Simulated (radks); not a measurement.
Results of a calculation; reference values are marked as such.
Question: The boron ion B4+, 1s1. Code: a radial shooting solver on a logarithmic mesh with Libxc functionals. Model: non-relativistic Kohn-Sham, PBE, spin-polarised, spherical densities, point nucleus. Every spin shell is full or empty, so the densities are truly spherical. Functionals are evaluated on that one density, not self-consistently. Rank these exchange functionals by their error against the exact value of the orbitals, and give that value: LDA, PBE, PBEsol, revPBE, WC, AM05, G96, EV93, APBE, revTPSS, SCAN.

Answer: Exact: -1.55628 hartree. From best to worst, with 100 (|E| - |E exact|)/|E exact| (equal figures are ties): revTPSS +0.04, SCAN +0.04, G96 -0.35, APBE -0.47, revPBE -0.54, PBE -2.01, EV93 +3.81, WC -3.97, PBEsol -6.27, AM05 -10.98, LDA -14.19.
